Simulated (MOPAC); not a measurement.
MOPAC input (PM6):

```
PM6 FORCE THERMO(298,298) PRECISE LET UHF MS=0.5 GEO-OK AUX(PRECISION=9) THREADS=1
BiCl2

Bi   -0.29310943 1   -0.15875202 1    0.40090225 1
Cl   -0.24684142 1    2.01906398 1   -0.94043392 1
Cl    1.59508815 1   -1.28883537 1   -0.90363897 1
```

Output:

```
 *******************************************************************************
 **                                                                           **
 **                              MOPAC v23.2.5                                **
 **                                                                           **
 *******************************************************************************
 ** MOPAC's Digital Object Identifier: https://doi.org/10.5281/zenodo.6511958 **
 **                                                                           **
 ** Please cite the open-source release paper for use of this MOPAC version:  **
 ** J. E. Moussa and J. J. P. Stewart (2026)                                  **
 ** MOPAC: An open-source semiempirical molecular orbital program             **
 ** J. Open Source Softw., 11(119), 8025, https://doi.org/10.21105/joss.08025 **
 *******************************************************************************

                              PM6 CALCULATION RESULTS

 *******************************************************************************
 *  PM6        - The PM6 Hamiltonian to be used
 *  GEO-OK     - OVERRIDE INTERATOMIC DISTANCE AND OTHER SAFETY CHECKS
 *  UHF        - UNRESTRICTED HARTREE-FOCK CALCULATION
 *  MS=        - IN MECI, MAGNETIC COMPONENT OF SPIN =  0.5
 *  LET        - OVERRIDE SOME SAFETY CHECKS
 *  PRECISE    - TIGHTER CRITERIA TO BE USED
 *  FORCE      - FORCE CALCULATION SPECIFIED
 *  AUX        - OUTPUT AUXILIARY INFORMATION
 *  THERMO     - THERMODYNAMIC QUANTITIES TO BE CALCULATED
 *******************************************************************************
PM6 FORCE THERMO(298,298) PRECISE LET UHF MS=0.5 GEO-OK AUX(PRECISION=9) THREADS=1
 BiCl2

   ATOM   CHEMICAL          X               Y               Z
  NUMBER   SYMBOL      (ANGSTROMS)     (ANGSTROMS)     (ANGSTROMS)

     1      Bi         -0.29310943  *  -0.15875202  *   0.40090225  *
     2      Cl         -0.24684142  *   2.01906398  *  -0.94043392  *
     3      Cl          1.59508815  *  -1.28883537  *  -0.90363897  *

          CARTESIAN COORDINATES

    NO.       ATOM           X           Y           Z

     1        Bi         -0.2931     -0.1588      0.4009
     2        Cl         -0.2468      2.0191     -0.9404
     3        Cl          1.5951     -1.2888     -0.9036

 General Reference for PM6:
 "Optimization of Parameters for Semiempirical Methods V: Modification of NDDO Approximations
 and Application to 70 Elements", J. J. P. Stewart, J. Mol. Mod., 13, 1173-1213 (2007)
 URL: https://link.springer.com/article/10.1007/s00894-007-0233-4

           Empirical Formula: Bi Cl2  =     3 atoms

      MOLECULAR POINT GROUP   :   C2v

          UHF CALCULATION, NO. OF ALPHA ELECTRONS =   10
                           NO. OF BETA  ELECTRONS =    9

          HEAT OF FORMATION =     -19.235654 KCALS/MOLE

          CARTESIAN COORDINATE DERIVATIVES

   NUMBER  ATOM         X            Y            Z

     1      Bi     -0.015580    -0.017157     0.000000
     2      Cl      0.019086    -0.001692     0.000000
     3      Cl     -0.003505     0.018850     0.000000

 DIPOLE           X         Y         Z       TOTAL
 POINT-CHG.    -3.486    -3.836     0.000     5.183
 HYBRID         0.467     0.514     0.000     0.695
 SUM           -3.019    -3.322     0.000     4.488

          GRADIENT NORM =   0.03566

          MOLECULAR WEIGHT =  279.89

          ROTATIONAL CONSTANTS IN CM(-1)

          A =    0.10756654   B =    0.06633424   C =    0.04103112

           PRINCIPAL MOMENTS OF INERTIA IN UNITS OF 10**(-40)*GRAM-CM**2

          A =      260.2366   B =      421.9955   C =      682.2321

          ORIENTATION OF MOLECULE IN FORCE CALCULATION

    NO.       ATOM         X         Y         Z

     1         Bi      -0.2931   -0.3226    0.0000
     2         Cl       2.2650   -0.3226    0.0000
     3         Cl      -0.5370    2.2239   -0.0000

    FIRST DERIVATIVES WILL BE USED IN THE CALCULATION OF SECOND DERIVATIVES

    FOR POINT-GROUP C2v  THERE ARE   4 UNIQUE SYMMETRY FUNCTIONS.


(To convert to Hartree/Bohr^2, multiply by (10^(-21) x N x a0^2)/(4.184 x 627.51) =  0.0642)

           FORCE MATRIX IN MILLIDYNES/ANGSTROM

                 Bi  1      Cl  2      Cl  3
 ------------------------------------------
    Bi    1   2.355959
    Cl    2   1.595421   1.612678
    Cl    3   1.595561   0.133383   1.612678

          HEAT OF FORMATION =     -19.235654 KCALS/MOLE

          ZERO POINT ENERGY       0.992 KCAL/MOL

           NORMAL COORDINATE ANALYSIS (Total motion = 1 Angstrom)

   Root No.       1         2         3

                 1 A1      1 B2      2 A1

                  94.4     292.3     307.5

           1   -0.0654   -0.0825   -0.0689
           2   -0.0719    0.0750   -0.0758
           3    0.0000   -0.0000    0.0000
           4   -0.0656    0.4442    0.4488
           5    0.4466   -0.0000    0.0002
           6   -0.0000    0.0000   -0.0000
           7    0.4508    0.0424   -0.0426
           8   -0.0227   -0.4422    0.4467
           9    0.0000    0.0000   -0.0000

           MASS-WEIGHTED COORDINATE ANALYSIS (NORMAL COORDINATES)

   Root No.       1         2         3

                 1 A1      1 B2      2 A1

                  94.4     292.3     307.5

           1   -0.2331   -0.2930   -0.2454
           2   -0.2565    0.2662   -0.2701
           3    0.0000   -0.0000    0.0000
           4   -0.0964    0.6493    0.6583
           5    0.6562   -0.0000    0.0003
           6   -0.0000    0.0000   -0.0000
           7    0.6624    0.0619   -0.0624
           8   -0.0334   -0.6464    0.6554
           9    0.0000    0.0000   -0.0000

          DESCRIPTION OF VIBRATIONS

 VIBRATION          1    1A1         ATOM PAIR     ENERGY CONTRIBUTION    RADIAL
 FREQUENCY            94.37         Bi1 -- Cl2         +50.0% ( 62.7%)      2.2%
 TRANSITION DIPOLE   0.7523         Bi1 -- Cl3         +50.0% ( 62.7%)      2.2%
 TRAVEL (Ang.)       0.2066
 REDUCED MASS       16.7397
 EFFECTIVE MASS     60.9470
 FORCE CONSTANT      0.0878

 VIBRATION          2    1B2         ATOM PAIR     ENERGY CONTRIBUTION    RADIAL
 FREQUENCY           292.34         Bi1 -- Cl2         +50.0% ( 73.3%)     92.6%
 TRANSITION DIPOLE   4.2363         Bi1 -- Cl3         +50.0% ( 73.3%)     92.6%
 TRAVEL (Ang.)       0.1140
 REDUCED MASS       17.7379
 EFFECTIVE MASS     53.0941
 FORCE CONSTANT      0.8932

 VIBRATION          3    2A1         ATOM PAIR     ENERGY CONTRIBUTION    RADIAL
 FREQUENCY           307.55         Bi1 -- Cl3         +50.0% ( 69.8%)     91.8%
 TRANSITION DIPOLE   2.1389         Bi1 -- Cl2         +50.0% ( 69.8%)     91.8%
 TRAVEL (Ang.)       0.1135
 REDUCED MASS       17.0260
 EFFECTIVE MASS     50.3280
 FORCE CONSTANT      0.9488

      SYMMETRY NUMBER FOR POINT-GROUP C2v =  2

          SYSTEM IS A GROUND STATE

 BiCl2

          MOLECULE IS NOT LINEAR

          THERE ARE  3 GENUINE VIBRATIONS IN THIS SYSTEM
          THIS THERMODYNAMICS CALCULATION IS LIMITED TO
          MOLECULES WHICH HAVE NO INTERNAL ROTATIONS

                    CALCULATED THERMODYNAMIC PROPERTIES
                                          *
   TEMP. (K)   PARTITION FUNCTION   H.O.F.    ENTHALPY  HEAT CAPACITY ENTROPY
                                   KCAL/MOL   CAL/MOLE    CAL/K/MOL  CAL/K/MOL

 298.00  VIB.     0.4672D+01                   994.4811     5.3000     6.4006
         ROT.     0.1544D+06                   888.2803     2.9808    26.7224
         INT.     0.7213D+06                  1882.7614     8.2808    33.1230
         TRA.     0.4527D+28                  1480.4672     4.9680    42.7837
         TOT.                      -19.236    3363.2286    13.2488    75.9066

   *: NOTE: HEATS OF FORMATION ARE RELATIVE TO THE
            ELEMENTS IN THEIR STANDARD STATE AT 298K
              (=  Standard Enthalpy of Formation).

            Hvib:  Zero-point energy is not included.
                   frequencies of less than zero cm-1 are not included.
            Hrot = (3/2)RT
            Htra = (3/2)RT + pV = (5/2)RT

            Heat capacity is Cp, not Cv

          For more information, see: HTTP://OpenMOPAC.net/Manual/thermochemistry.html

           FORCE CONSTANT IN CARTESIAN COORDINATES (Millidynes/A)

    ATOM   CHEMICAL       X               Y               Z
   NUMBER   SYMBOL  FORCE CONSTANT  FORCE CONSTANT  FORCE CONSTANT

      1      Bi        1.664345        1.667558        0.001817
      2      Cl        1.610739        0.079933        0.000797
      3      Cl        0.096000        1.594672        0.000797

 **********************
 *                    *
 * JOB ENDED NORMALLY *
 *                    *
 **********************

 == MOPAC DONE ==
```
